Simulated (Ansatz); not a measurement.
`C[Si]1(F)BN1`, relaxed with RKS PBE0-D4/def2-TZVP in the Gaussian-basis code of Ansatz from a PBE-D4/def2-SVP geometry. The force threshold is 0.005 eV/Å; the program also tests the step.

Charge 0, multiplicity 1.

Start:

```xyz
10

C     0.678    0.190    1.498
Si    0.316    0.419   -0.325
F     1.771    0.721   -1.041
B    -1.328    0.326   -1.334
N    -0.619   -0.865   -1.116
H     1.082    1.123    1.938
H     1.434   -0.609    1.645
H    -0.246   -0.085    2.042
H    -2.342    0.628   -1.920
H    -0.745   -1.847   -1.388
```

| step | energy (eV) | largest force (eV/Å) | largest move (Å) |
| --- | --- | --- | --- |
| 1 | -13874.4208 | 1.153 | 0.000 |
| 2 | -13874.4817 | 0.714 | 0.026 |
| 3 | -13874.5032 | 0.093 | 0.032 |
| 4 | -13874.5039 | 0.067 | 0.011 |
| 5 | -13874.5042 | 0.014 | 0.006 |
| 6 | -13874.5042 | 0.004 | 0.003 |
| 7 | -13874.5042 | 0.002 | 0.002 |
| 8 | -13874.5042 | 0.003 | 0.004 |

End:

```xyz
10

C     0.674    0.187    1.483
Si    0.318    0.381   -0.325
F     1.732    0.695   -1.016
B    -1.312    0.337   -1.314
N    -0.610   -0.852   -1.111
H     1.055    1.121    1.901
H     1.430   -0.585    1.645
H    -0.235   -0.088    2.020
H    -2.313    0.619   -1.889
H    -0.739   -1.814   -1.393
```

Hardware: 4 threads of an Arm Neoverse V1 on a shared host. Wall time 24 s, peak host memory 0.45 GiB.
